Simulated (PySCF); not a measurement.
F2H5NSi2, SMILES N[SiH2][SiH](F)F. Geometry optimised at PBE0-D3(BJ)/def2-SVP. This is a generated structure with no PubChem entry under its InChIKey; it may be hypothetical. The values are those of a single conformer.

Computed equilibrium geometry at PBE0-D3(BJ)/def2-SVP (PySCF confirms it by a frequency run) as bond lengths and angles, and its point group (one conformer of several):
point group Cs.
Atoms: Si1 F2 F3 Si4 N5 H6 H7 H8 H9 H10. Bond lengths (Å): Si1–F2 1.626, Si1–F3 1.626, Si1–Si4 2.349, Si1–H6 1.490, Si4–N5 1.735, Si4–H7 1.494, Si4–H8 1.494, N5–H9 1.015, N5–H10 1.015. Angles (°): F2–Si1–F3 105.9, F2–Si1–Si4 107.9, F2–Si1–H6 107.1, F3–Si1–Si4 107.9, F3–Si1–H6 107.1, Si4–Si1–H6 120.1, Si1–Si4–N5 112.6, Si1–Si4–H7 108.2, Si1–Si4–H8 108.2, N5–Si4–H7 109.0, N5–Si4–H8 109.0, H7–Si4–H8 109.9, Si4–N5–H9 118.0, Si4–N5–H10 118.0, H9–N5–H10 109.9.
